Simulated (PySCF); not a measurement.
## How methods differ on the excitation energy of Dy

Dy [Xe] 4f10 6s2 (high-spin determinant) → Dy [Xe] 4f9 5d1 6s2 (high-spin determinant), as a difference of total energies. All numbers are calculated (PySCF 2.14, scalar relativity by spin-free X2C-1e, in x2c-TZVPPall with one added diffuse shell each of s, p, d, f type (12s8p8d5f2g, 129 functions)). Correlated levels: valence: [Kr] 4d10 frozen; valence and next inner shell: [Ar] 3d10 frozen. The calculations carry no spin-orbit coupling.

| method | excitation energy (eV) |
| --- | --- |
| UHF | -2.185 |
| LDA | 2.374 |
| PBE | 2.226 |
| PBE0 | 1.201 |
| r2SCAN | 1.544 |
| MP2 (valence) | 1.197 |
| SCS-MP2 (valence) | 1.076 |
| MP2 (valence and next inner shell) | 1.598 |
| SCS-MP2 (valence and next inner shell) | 1.318 |

Task: How much does correlation contribute at MP2 (valence and next inner shell)?

Result: 1.598 − (-2.185) = 3.783 eV, measured against UHF.

A first-order spin-orbit estimate (lowest level to lowest level, LS coupling) adds 0.216 eV.

The determinant of the upper state and of the lower state mixes LS terms, which raises its energy above the lowest term, most at the Hartree-Fock and MP2 levels.
